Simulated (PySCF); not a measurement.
CAlCl2F3, SMILES F[C](F)(F)[Al]([Cl])[Cl].

Coordinates come from a PBE0-D3(BJ)/def2-SVP optimisation. The structure was generated by enumeration; whether it is a known compound was not checked.

Method: PBE/def2-TZVP run with PySCF.

Isolated molecule, no solvent.

```
Property                                                                                                       Result
---------------------------------------------------------------------------------------------  ----------------------
total energy                                                                                      -1499.96264 hartree
highest occupied level                                                                                       -7.80 eV
lowest empty level                                                                                           -2.52 eV
orbital gap                                                                                                   5.28 eV
dipole moment                                                                                                  0.78 D
quadrupole, principal values (traceless, Buckingham form, about the centre of nuclear charge)  -4.64, -1.75, 6.40 D·Å
mean static polarisability                                                                       62.4 bohr³ (9.24 Å³)
polarisability, principal values                                                               49.2, 66.5, 71.4 bohr³
```
